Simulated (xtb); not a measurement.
xtb input (GFN2-xTB):

```bash
xtb mol.xyz --gfn 2 --sp --chrg -1 --uhf 0
```
mol.xyz:
```
3

B     -0.63997598    -0.46592118    -0.04260013
Br    -0.74773772     1.20691781    -0.91323489
Br     0.83916286    -1.14035765     0.91932062
```

End of the output:

```
         :::::::::::::::::::::::::::::::::::::::::::::::::::::
         ::                     SUMMARY                     ::
         :::::::::::::::::::::::::::::::::::::::::::::::::::::
         :: total energy              -9.569702912889 Eh    ::
         :: gradient norm              0.102254236880 Eh/a0 ::
         :: HOMO-LUMO gap              1.664004360036 eV    ::
         ::.................................................::
         :: SCC energy                -9.586045655907 Eh    ::
         :: -> isotropic ES            0.153900037647 Eh    ::
         :: -> anisotropic ES         -0.006439409553 Eh    ::
         :: -> anisotropic XC         -0.019717640805 Eh    ::
         :: -> dispersion             -0.002138474806 Eh    ::
         :: repulsion energy           0.016342743018 Eh    ::
         :: add. restraining           0.000000000000 Eh    ::
         :: total charge              -1.000000000000 e     ::
         :::::::::::::::::::::::::::::::::::::::::::::::::::::

           -------------------------------------------------
          |                Property Printout                |
           -------------------------------------------------

    * Orbital Energies and Occupations

         #    Occupation            Energy/Eh            Energy/eV
      -------------------------------------------------------------
         1        2.0000           -0.6346310             -17.2692
         2        2.0000           -0.6256958             -17.0260
         3        2.0000           -0.2575814              -7.0091
         4        2.0000           -0.2342738              -6.3749
         5        2.0000           -0.2184184              -5.9435
         6        2.0000           -0.2160349              -5.8786
         7        2.0000           -0.2054147              -5.5896
         8        2.0000           -0.1994080              -5.4262
         9        2.0000           -0.0536139              -1.4589 (HOMO)
        10                          0.0075371               0.2051 (LUMO)
        11                          0.1598774               4.3505
        12                          0.1607109               4.3732
Note: The following floating-point exceptions are signalling: IEEE_UNDERFLOW_FLAG IEEE_DENORMAL
normal termination of xtb
        13                          0.2558215               6.9613
        14                          0.2575216               7.0075
        15                          0.2576013               7.0097
        16                          0.2578660               7.0169
        17                          0.2582006               7.0260
        18                          0.2701575               7.3514
        19                          0.3233114               8.7978
        20                          0.3651513               9.9363
       ...                                ...                  ...
        22                          1.0669788              29.0340
      -------------------------------------------------------------
                  HL-Gap            0.0611510 Eh            1.6640 eV
             Fermi-level           -0.0230384 Eh           -0.6269 eV

     #   Z          covCN         q      C6AA      α(0)
     1   5 B        1.698     0.129    40.685    13.442
     2  35 Br       0.968    -0.564   201.320    22.877
     3  35 Br       0.968    -0.564   201.320    22.877

 Mol. C6AA /au·bohr⁶  :       1201.548951
 Mol. C8AA /au·bohr⁸  :      70386.420776
 Mol. α(0) /au        :         59.196112

Wiberg/Mayer (AO) data.
largest (>0.10) Wiberg bond orders for each atom

 ---------------------------------------------------------------------------
     #   Z sym  total        # sym  WBO       # sym  WBO       # sym  WBO
 ---------------------------------------------------------------------------
     1   5 B    1.764 --     2 Br   0.882     3 Br   0.882
     2  35 Br   0.894 --     1 B    0.882
     3  35 Br   0.894 --     1 B    0.882
 ---------------------------------------------------------------------------

Topologies differ in total number of bonds
Writing topology from bond orders to xtbtopo.mol

molecular dipole:
                 x           y           z       tot (Debye)
 q only:       -0.253      -0.184      -0.017
   full:        0.397       0.289       0.026       1.250
molecular quadrupole (traceless):
                xx          xy          yy          xz          yz          zz
 q only:        2.063       5.828      -2.587      -4.378       6.516       0.524
  q+dip:        1.457       6.815      -4.438      -7.658      10.786       2.981
   full:        0.609       5.548      -4.468      -7.769      10.697       3.859

           -------------------------------------------------
          | TOTAL ENERGY               -9.569702912889 Eh   |
          | GRADIENT NORM               0.102254236880 Eh/α |
          | HOMO-LUMO GAP               1.664004360036 eV   |
           -------------------------------------------------

------------------------------------------------------------------------
------------------------------------------------------------------------
 total:
 SCF:
```

This state (charge -1, singlet) is run at the relaxed geometry of the species with charge 0 and multiplicity 2.
